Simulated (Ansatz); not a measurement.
`C[CH2][Sn][F]` + HCl → `[F][Sn][Cl]` + `CC` at 500 K and 1 bar (ligand exchange at the Sn–C bond).

Program: Ansatz. Geometries: PBE0-D4/def2-TZVP. ΔE: electronic, gas phase. CBS: MP2 limit from def2 TZ/QZ plus the TZ coupled-cluster correction, frozen cores. This one scheme is used for every species. def2 core potentials past Kr. For Sn outer-core shells are correlated without core-valence functions, which leaves a few kJ/mol of doubt a bond. One conformer a species, not always the lowest.

```json
{"species": "`C[CH2][Sn][F]`", "CCSD(T)/CBS energy (Eh)": "-392.96747", "H − E (kJ/mol)": "211.3", "S (J/(mol·K))": "398.1"}
{"species": "HCl", "CCSD(T)/CBS energy (Eh)": "-460.38127", "H − E (kJ/mol)": "32.5", "S (J/(mol·K))": "201.9"}
{"species": "`[F][Sn][Cl]`", "CCSD(T)/CBS energy (Eh)": "-773.69640", "H − E (kJ/mol)": "30.5", "S (J/(mol·K))": "327.7"}
{"species": "`CC`", "CCSD(T)/CBS energy (Eh)": "-79.71954", "H − E (kJ/mol)": "220.5", "S (J/(mol·K))": "259.9"}
```

H − E and S are ideal-gas, rigid-rotor, harmonic terms from PBE0-D4/def2-TZVP, for one conformer and one mirror image of each species. 1 Eh = 2625.50 kJ/mol, R = 8.31446 J/(mol·K).

**Question.** By hand: ΔE, ΔH, ΔS and ΔG.

**Answer.** ΔE = (-773.69640) + (-79.71954) − (-392.96747) − (-460.38127) = -0.06720 Eh = -176.4 kJ/mol. Δ(H − E) = 30.5 + 220.5 − 211.3 − 32.5 = 7.2, so ΔH = -169.2 kJ/mol. ΔS = 327.7 + 259.9 − 398.1 − 201.9 = -12.4 J/(mol·K). ΔG = -169.2 − 500 × (-12.4)/1000 = -163.0 kJ/mol.

**Question.** By hand: the equilibrium constant, and the temperature at which ΔG would vanish if ΔH and ΔS stayed fixed.

**Answer.** log₁₀ K = −ΔG/(RT ln 10) = 17.0. ΔG = 0 at ΔH/ΔS = 13645 K, far beyond where these terms or the molecules hold.

The number of gas molecules stays the same, so ΔS is small and ΔH decides. A doubt of 5 kJ/mol in ΔE shifts log₁₀ K by 0.5 here. Other conformers and mirror images would add mixing entropy, several J/(mol·K) or more a flexible species. Modes under 60 cm⁻¹, often nearly free rotors, make the harmonic entropy too high. These are equilibria of isolated gas molecules and say nothing of rates. Largest T1 diagnostic: 0.016 (customary marks: 0.02 for closed shells, 0.045 for open ones).
